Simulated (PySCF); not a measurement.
## Removing an electron from `C#Cc1pcpc(SC)p1`

Species: C6H5P3S.
Structure used (PBE0-D3(BJ)/def2-SVP), in Å, numbered top down from 1:
```xyz
15
C6H5P3S angstrom
C      4.3810    0.3209    1.4522
C      3.3004    0.2934    0.8955
C      2.0401    0.2649    0.2366
P      2.1012    0.7920   -1.4430
C      0.4777    0.6663   -1.9948
P     -1.0484    0.1837   -1.3424
C     -0.7328   -0.2691    0.3229
S     -2.0654   -0.8202    1.3236
C     -3.5020   -0.7522    0.2426
P      0.7517   -0.2858    1.2712
H      5.3359    0.3415    1.9440
H      0.3755    0.9711   -3.0464
H     -3.6975    0.2717   -0.1092
H     -3.3907   -1.4222   -0.6229
H     -4.3423   -1.0926    0.8633
```

Level: B3LYP/def2-SVPD (PySCF). Frontier orbitals with their largest atomic shares (Löwdin; up to four atoms above 4 %):

| orbital | ε (eV) | main atoms |
| --- | --- | --- |
| HOMO−3 | -7.37 | P6 40 %, P4 22 %, C5 10 %, C7 8 % |
| HOMO−2 | -7.28 | P10 34 %, P4 23 %, C3 12 %, C7 6 % |
| HOMO−1 | -6.86 | C1 22 %, C2 18 %, P10 16 %, C3 16 % |
| HOMO | -6.23 | ? |
| LUMO | -2.89 | P6 19 %, P10 18 %, C3 17 %, C5 12 % |
| LUMO+1 | -2.62 | P4 24 %, C7 20 %, C5 16 %, P10 12 % |
| LUMO+2 | -0.29 | S8 34 %, C9 14 %, P10 11 %, C7 8 % |

Task: What vertical ionisation energy does ΔSCF give, and how far is −ε(HOMO) from it?

Result: ΔSCF: 7.89 eV (761 kJ/mol; threshold wavelength 157 nm); ⟨S²⟩ of the doublet left behind is 0.771, against 0.75 for a pure doublet. −ε(HOMO) is 6.23 eV, 1.66 eV below it. In exact Kohn–Sham theory the two would be equal; B3LYP (global hybrid, 20 % exact exchange) falls short of its own ΔSCF value by 21 %.

Task: On which atoms does the HOMO lie?

Result: S8 (sulfide sulfur) 37 %, C7 (substituted aromatic carbon) 13 %, P4 (phosphorus bonded to 2 C) 12 %, P6 (phosphorus bonded to 2 C) 10 %, so no atom holds as much as 40 %. The HOMO−1 lies 0.63 eV lower.

Task: And the vertical electron affinity, the fundamental gap, Mulliken's electronegativity and the hardness (with the factor ½)?

Result: EA = 1.30 eV by ΔSCF (−ε(LUMO) = 2.89 eV). IE − EA = 6.59 eV against an orbital gap of 3.34 eV; (IE + EA)/2 = 4.59 eV; (IE − EA)/2 = 3.29 eV.

Task: With α = 187.0 au, estimate the like-pair dispersion coefficient by London's formula C6 = (3/4)α²I.

Result: I = 0.2898 Eh, so C6 ≈ 7600 au, a rough estimate.

Task: Shift the occupied levels rigidly so that −ε(HOMO) equals the ΔSCF value. What binding energies result?

Result: The shift is +1.66 eV: HOMO 7.89, HOMO−1 8.52, HOMO−2 8.94, HOMO−3 9.03 eV. A rigid shift is only a rough guide to the deeper ionisations.

Task: What total energies stand behind the ΔSCF value?

Result: E(N) = -1653.25962 Eh and E(N − 1) = -1652.96981 Eh at the same geometry, 0.28981 Eh apart. With one more electron, E(N + 1) = -1653.30755 Eh.

Isolated species at its PBE0-D3(BJ)/def2-SVP geometry (one conformer only).
